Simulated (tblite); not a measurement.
Compound: C8H9N (charge -1 and doublet state).
Cartesian coordinates in Å at the GFN2-xTB level; atoms count from 1:
```
atom  x, y, z in Å
N1     2.268   -1.636   -1.584
C2     2.137   -1.393   -0.444
C3     1.700   -0.838    0.833
C4     0.762    0.272    0.536
C5     0.876    1.658    0.302
C6    -0.504    1.736   -0.312
C7    -0.618    0.243    0.002
C8    -1.316   -0.785   -0.844
C9    -1.838   -0.466    0.533
H10    1.223   -1.640    1.420
H11    2.575   -0.471    1.389
H12    1.727    2.299    0.124
H13   -1.236    2.377    0.204
H14   -0.559    1.962   -1.389
H15   -0.825   -1.735   -1.002
H16   -1.898   -0.451   -1.695
H17   -1.715   -1.210    1.310
H18   -2.769    0.083    0.607
```

Calculated harmonic vibrations of the isolated species, GFN2-xTB (tblite), most abundant isotopes, no scaling. This tight-binding method is rough: wavenumbers can miss measured ones by several per cent, in bad cases by 10 to 20. One conformer, not necessarily the lowest. Open shells enter through the occupations alone, without spin polarisation, and single modes of such species can be off by tens of per cent.

Harmonic wavenumbers (cm⁻¹): 55.4, 85.6, 163.1, 193.5, 206.0, 265.5, 290.6, 308.4, 365.7, 389.7, 517.3, 585.2, 694.6, 803.6, 833.4, 878.2, 890.4, 902.2, 909.5, 971.9, 1003.7, 1023.5, 1026.7, 1068.5, 1079.1, 1106.9, 1148.7, 1167.9, 1182.9, 1208.6, 1242.5, 1272.0, 1391.5, 1422.0, 1441.5, 1476.6, 1481.0, 1523.6, 2182.0, 2778.4, 2794.1, 2836.3, 2856.0, 3010.6, 3020.4, 3032.2, 3041.4, 3070.2.

A = 2505, B = 1389, C = 1145 MHz; mass 119.073 u (most abundant isotopes); point group C1, symmetry number 1; spin multiplicity 2.

Task: Zero-point energy?

Result: ½Σν̃ = 30599 cm⁻¹ = 366.05 kJ/mol.

Task: Entropy at 298.15 K, 1 bar (ideal gas, RRHO, classical rotation)?

Result: Translation 168.47, rotation 120.42, vibration 104.54, spin (R ln 2) 5.76: S = 399.2 J/(mol K).

Task: And Cp and H(298.15 K) − H(0)?

Result: Cp = 150.97 J/(mol K), of which vibrations give 117.71 (their classical limit is 48 R = 399.1); H(298.15 K) − H(0) = 27.04 kJ/mol without the zero-point energy, 17.12 from vibrations.

Task: How do the functions run with temperature in this model?

Result: 
```json
{"T (K)": "100", "S (J/(mol K))": "285.2", "Cp (J/(mol K))": "72.3", "H − H(0) (kJ/mol)": "5.00", "G − H(0) (kJ/mol)": "-23.52", "ln q(vib)": "1.22"}
{"T (K)": "200", "S (J/(mol K))": "347.5", "Cp (J/(mol K))": "111.1", "H − H(0) (kJ/mol)": "14.21", "G − H(0) (kJ/mol)": "-55.29", "ln q(vib)": "3.41"}
{"T (K)": "300", "S (J/(mol K))": "400.1", "Cp (J/(mol K))": "151.7", "H − H(0) (kJ/mol)": "27.32", "G − H(0) (kJ/mol)": "-92.72", "ln q(vib)": "5.71"}
{"T (K)": "500", "S (J/(mol K))": "496.2", "Cp (J/(mol K))": "227.2", "H − H(0) (kJ/mol)": "65.59", "G − H(0) (kJ/mol)": "-182.52", "ln q(vib)": "10.40"}
{"T (K)": "800", "S (J/(mol K))": "620.1", "Cp (J/(mol K))": "298.9", "H − H(0) (kJ/mol)": "145.53", "G − H(0) (kJ/mol)": "-350.58", "ln q(vib)": "17.32"}
{"T (K)": "1000", "S (J/(mol K))": "690.3", "Cp (J/(mol K))": "329.4", "H − H(0) (kJ/mol)": "208.53", "G − H(0) (kJ/mol)": "-481.77", "ln q(vib)": "21.67"}
```

q(vib) and H(0) count from the zero-point level.

Task: Blend soft modes into free rotors: weight 1/[1 + (100 cm⁻¹/ν̃)⁴] for the oscillator and the rest for a rotor with moment μB/(μ + B), μ = h/(8π²ν), B = 10⁻⁴⁴ kg m². What vibrational entropy results?

Result: 98.04 J/(mol K) in place of 104.54, which changes −T·S at 298.15 K by +1.94 kJ/mol.

Hindered rotation and anharmonicity are outside this model. Other conformers, if any are populated, would add a mixing term that is left out. The structure is chiral; the term R ln 2 for an equal mix with its mirror image is left out.

Time: 0.51 s wall. Hardware: Arm Neoverse V2, one thread, shared host with 96 logical CPUs at a one-minute load of 27. This covers the Hessian and the dipole derivatives.
